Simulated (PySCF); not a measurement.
Delta-SCF ions had no search for a lower state. Excitations are Tamm–Dancoff values on a coarser integration grid. The basis has no diffuse functions, so Rydberg states are missing or too high.

**C10H7Cl, SMILES `Clc1ccc2ccccc2c1` (charge 0, multiplicity 1)**

The numbers are results of PBE0-D4/def2-TZVP // PBE0-D4/def2-SVP run with PySCF 2.14.0, not measurements.

```json
{
 "HOMO": "-6.48 eV",
 "dipole_moment": "1.82 D",
 "LUMO": "-1.47 eV",
 "HOMO–LUMO gap": "5.02 eV",
 "S1 excitation (TDA)": "4.40 eV",
 "S1 oscillator strength": "0.014",
 "brightest of the four lowest singlets (TDA)": "6.09 eV",
 "T1 excitation (TDA)": "2.95 eV",
 "S1–T1 gap (TDA)": "1.45 eV",
 "vertical ionisation energy (Delta-SCF)": "8.10 eV",
 "total_energy": "-845.0478 Ha",
 "cost": "around 11 core-minutes (rough)"
}
```

Bond lengths (Å): Cl1–C2 1.732, C2–C3 1.414, C2–C11 1.374, C3–C4 1.373, C3–H12 1.091, C4–C5 1.419, C4–H13 1.093, C5–C6 1.418, C5–C10 1.429, C6–C7 1.375, C6–H14 1.093, C7–C8 1.414, C7–H15 1.092, C8–C9 1.375, C8–H16 1.093, C9–C10 1.419, C9–H17 1.093, C10–C11 1.417, C11–H18 1.092. Angles (°): Cl1–C2–C3 118.6, Cl1–C2–C11 120.1, C3–C2–C11 121.3, C2–C3–C4 119.4, C2–C3–H12 119.3, C4–C3–H12 121.3, C3–C4–C5 121.2, C3–C4–H13 119.8, C5–C4–H13 118.9, C4–C5–C6 122.3, C4–C5–C10 118.7, C6–C5–C10 119.0, C5–C6–C7 120.8, C5–C6–H14 118.8, C7–C6–H14 120.5, C6–C7–C8 120.2, C6–C7–H15 120.1, C8–C7–H15 119.7, C7–C8–C9 120.4, C7–C8–H16 119.6, C9–C8–H16 120.0, C8–C9–C10 120.7, C8–C9–H17 120.5, C10–C9–H17 118.8, C5–C10–C9 118.9, C5–C10–C11 119.3, C9–C10–C11 121.8, C2–C11–C10 120.0, C2–C11–H18 120.1, C10–C11–H18 119.9.
Charge 0, spin multiplicity 1.
